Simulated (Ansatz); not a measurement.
The cluster Zn2Se3⁻. Charge -1, multiplicity 2. Geometry PBE-D4/def2-SVPD; atoms count from 1.

Cartesian coordinates in Å:
```
Zn -0.109 -0.586 0.279
Zn 0.323 1.724 -0.818
Se -0.015 -0.084 -2.198
Se 0.300 1.602 1.479
Se -0.499 -2.656 1.257
```

The structure comes from a short search, and lower isomers may exist.

Problem. Estimate the Mulliken populations from the PBE0/def2-TZVPD orbitals of Ansatz.

Solution. 
| atom | charge (e) | spin (α − β) | d electrons |
| --- | --- | --- | --- |
| Zn1 | 0.28 | -0.08 | 10.07 |
| Zn2 | 0.09 | -0.01 | 10.05 |
| Se3 | -0.51 | 0.04 | – |
| Se4 | -0.51 | 0.04 | – |
| Se5 | -0.35 | 1.01 | – |
Mulliken values and Mayer orders depend strongly on the basis. With diffuse functions, as here, like atoms can get unlike values, and bond orders can come out too low or too high.

Problem. Where does the spin sit?

Solution. Summed by element: Zn -0.09, Se 1.09, of 1 unpaired in all. Largest on single atoms: Se5 1.01, Zn1 -0.08, Se3 0.04.

Problem. And the Mayer bond orders between bonded heavy atoms (over 0.3)?

Solution. Zn1–Se3 0.70 (2.53 Å); Zn1–Se4 0.70 (2.53 Å); Zn1–Se5 0.93 (2.32 Å); Zn2–Se3 1.16 (2.30 Å); Zn2–Se4 1.16 (2.30 Å).
